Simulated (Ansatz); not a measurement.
Harmonic frequencies (cm⁻¹) at PBE0-D4/def2-TZVP from Ansatz: 175, 175, 188, 362, 362, 444, 637, 685, 685, 936, 959, 959, 1077, 1116, 1116, 2477, 2572, 2572.

Problem. Which molecule is it?
A. `O=C(F)C(F)(F)F`
B. `C=CC(=O)Cl`
C. `[OH][Au-][P+](F)(F)F`
D. `[BH3-][P+](F)(F)F`

Solution. D.
